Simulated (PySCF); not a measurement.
Compound: C4H4FO2 (doublet state).
Z-matrix (Å and degrees, GFN2-xTB geometry), rows numbered from 1:
```
C 
C   1  1.4027
O   2  1.4116  1  120.29
C   3  1.3571  2   69.22  1  -109.39
F   4  1.3607  2  114.44  3   104.21
C   4  1.4676  2  121.40  3  -113.19
O   6  1.2060  4  124.09  2    33.49
H   1  1.0723  2  119.88  3  -166.59
H   1  1.0735  2  120.11  3    17.75
H   2  1.0880  1  119.31  3   151.12
H   6  1.1031  4  112.50  2  -143.54
```

The hyperfine couplings belong to this conformer and change with its torsions.

As a line formula: `[CH2][C@@H]1O[C@]1(F)C=O` [radical].

The calculation used UKS B3LYP, pcH-1 on C F H O, non-relativistic, mean-field spin-orbit, GIAO (PySCF). Geometry: GFN2-xTB, one conformer, isolated molecule. Couplings are sensitive to structure, and on GFN2-xTB geometries they can be far from those on DFT ones. No stability test was run, so a lower SCF solution isn't excluded.

Match the computed a_iso(17O) values -6.4, -2.4 MHz with the sites O3; O7.

| site | a_iso (MHz) | ρ(0) (bohr⁻³) | position | distance from C1 (Å) | spin population | largest \|T\| (MHz) |
| --- | --- | --- | --- | --- | --- | --- |
| O3 | -2.4 | +0.0039 | 2 bonds from C1 | 2.44 | +0.04 | 24.1 |
| O7 | -6.4 | +0.0106 | 4 bonds from C1 | 2.96 | +0.05 | 21.5 |

ρ(0) is the spin density at the nucleus and T the dipolar tensor. Largest spin populations (Mulliken): C1 (+0.90), C4 (+0.19) and C2 (-0.14). The positive populations add up to 1.22 and the negative ones to -0.22, together 2S = 1. The angles at C1 add up to 359.9°, so it is planar; its axial dipolar tensor and the negative couplings of its protons fit spin in a p orbital normal to that plane.

H8 and H9 aren't averaged: C1 is flat or nearly so (angle sum 360°), and its turn about the short C1–C2 bond (1.40 Å) is taken as slow.
